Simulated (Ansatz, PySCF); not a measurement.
Noncovalent pair: SiH4 (SMILES [SiH4]) (first 5 atoms) with AsH3 (SMILES [AsH3]); geometry from B3LYP-D3(BJ)/def2-TZVP, rigid monomers moved along the line of their centres of mass till Si1···H9 is 3.80 Å.
(charge 0, multiplicity 1):
```
atom    x (Å)    y (Å)    z (Å)
----  -------  -------  -------
Si     0.0047  -0.0823   0.1973
H      0.3140  -0.6296  -1.1431
H     -1.4219   0.3073   0.2561
H      0.8518   1.1025   0.4583
H      0.2739  -1.1135   1.2247
As     0.1212   0.5033   4.6729
H     -0.6170   1.0938   5.8706
H     -0.7139  -0.7714   4.7159
H     -0.8411   1.1616   3.6894
```

Quantity: the interaction energy.

Monomers are frozen at their geometry in the pair; levels with a basis set take the counterpoise correction.

Correlated levels freeze the cores. Filled d and f shells under p-block atoms count as core. CBS(a, b) extrapolates the correlation energy as X⁻³ and adds the Hartree–Fock energy of set b.

Programs: Ansatz (Gaussian basis) for Hartree–Fock, density functionals and correlated methods; PySCF for the dispersion terms. 

Costs are ratios of core time to PBE/def2-TZVPPD (roughly 6 s), for whole runs (searches for the state included, and forces where a run took them) on one shared machine, so rough; each difference counts from -27.4 meV (CCSD(T)/CBS(def2-SVPD, def2-TZVPPD), a level with limits of its own).

A star marks coupled-cluster runs past 200 virtual orbitals, where the program's memory plan changes under this machine's limit, so their costs aren't comparable with smaller runs.

```csv
level,basis functions,cost
PBE/def2-TZVPPD,221,×1
PBE-D3(BJ)/def2-TZVPPD,221,×1
B3LYP/def2-TZVPPD,221,×1
B3LYP-D3(BJ)/def2-TZVPPD,221,×1
PBE0/def2-TZVPPD,221,×1
PBE0-D3(BJ)/def2-TZVPPD,221,×1
r2SCAN/def2-TZVPPD,221,×2
r2SCAN-D3(BJ)/def2-TZVPPD,221,×2
CCSD(T)/def2-SVPD,118,×3
wB97X-V/def2-TZVPPD,221,×3
wB97M-V/def2-TZVPPD,221,×4
CCSD(T)/def2-TZVPPD,221,×100*
```

**Question.** With a budget of 10 times the cost of PBE/def2-TZVPPD, which level comes closest?

**Answer.** wB97M-V/def2-TZVPPD, at -1.3 meV; next is CCSD(T)/def2-SVPD at 2.3 meV.

Each difference (meV): PBE/def2-TZVPPD 16.0; PBE-D3(BJ)/def2-TZVPPD -15.6; B3LYP/def2-TZVPPD 39.5; B3LYP-D3(BJ)/def2-TZVPPD -12.7; PBE0/def2-TZVPPD 18.9; PBE0-D3(BJ)/def2-TZVPPD -14.7; r2SCAN/def2-TZVPPD 12.1; r2SCAN-D3(BJ)/def2-TZVPPD -3.6; CCSD(T)/def2-SVPD 2.3; wB97X-V/def2-TZVPPD -3.4; wB97M-V/def2-TZVPPD -1.3; CCSD(T)/def2-TZVPPD 0.8.

Ansatz is a program for electronic structure.
